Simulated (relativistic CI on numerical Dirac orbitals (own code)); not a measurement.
Slater and spin-orbit integrals, Tl XIX

Computed by Dirac-Coulomb-Breit CI, separate exchange-only KLI orbitals for each configuration, model QED, unscaled Slater integrals (own radial code, finite nucleus).

Slater integrals F^k, G^k are unscaled and averaged over j, outside the closed core [Kr] 4d10; ζ comes from projecting the Hamiltonian with its Breit term on Σ l·s of the shell.

- 4f14.5s2.5p: ζ(5p) = 148860 cm⁻¹; <r>(5p) = 0.8737, <r^2>(5p) = 0.852 (bohr units).
- 4f14.5s.5p2: F^2(5p,5p) = 121950, G^1(5s,5p) = 157830, ζ(5p) = 148230 cm⁻¹; <r>(5s) = 0.8044, <r^2>(5s) = 0.7202, <r>(5p) = 0.8731, <r^2>(5p) = 0.8508 (bohr units).
- 4f14.5s2.5d: ζ(5d) = 15563 cm⁻¹; <r>(5d) = 0.9792, <r^2>(5d) = 1.075 (bohr units).

In this model ζ of a weakly bound d, f or g electron outside closed shells comes out too small, for d by up to a factor of two or three and at times with the wrong sign; that of an outer p electron is too small as well.

Averages of the first 10 configurations, taken without configuration mixing, which lowers the lowest level and can move excited configurations by several eV; other configurations of the list can lie among them:

```csv
Configuration,Parity,States,Average energy above the lowest level (eV)
4f14.5s2.5p,odd,6,19.8
4f14.5s.5p2,even,30,82.0
4f14.5s2.5d,even,10,105.6
4f13.5s2.5p2,odd,210,101.4
4f14.5s.5p.5d,odd,120,165.6
4f14.5s2.5f,odd,14,190.5
4f14.5s.5p.5f,even,168,251.0
4f14.5s2.5g,even,18,255.0
4f14.5s2.6s,even,2,177.4
4f14.5p2.5d,even,150,231.1
```
